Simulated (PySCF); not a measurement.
## Converging RbBe in the basis (r²SCAN)

PySCF, UKS reference; doublet, unpaired electrons σ ↑; De to Rb + Be without counterpoise correction.

| basis | relativity | functions | Re (Å) | ωe (cm⁻¹) | De (eV) | μ (D) |
| --- | --- | --- | --- | --- | --- | --- |
| def2-SVP | scalar-relativistic core potentials | 33 | 3.611 | 152 | 0.35 | -3.95 |
| def2-TZVP | scalar-relativistic core potentials | 52 | 3.613 | 147 | 0.33 | -3.89 |
| x2c-SVPall | spin-free X2C | 59 | 3.557 | 153 | 0.41 | -4.14 |

Task: How does each smaller set differ from the one with most functions, x2c-SVPall?

Result: def2-SVP: +5.4 pm, -0.7 % in ωe, -0.06 eV in De; def2-TZVP: +5.6 pm, -3.9 % in ωe, -0.08 eV in De. All at r²SCAN; the set with most functions is neither the basis-set limit nor always the best. The rows treat relativity differently, so the differences are not basis effects alone.

A positive dipole means Rb(−)Be(+). The bond is weak. Basis-set superposition, not corrected here, can be much of De in a small basis, most of all at correlated wavefunction levels. Functionals without a dispersion term scatter widely for such bonds, and LDA overbinds them. Spin–orbit coupling is left out. The state was picked by a PBE0 search and need not be the measured ground state.
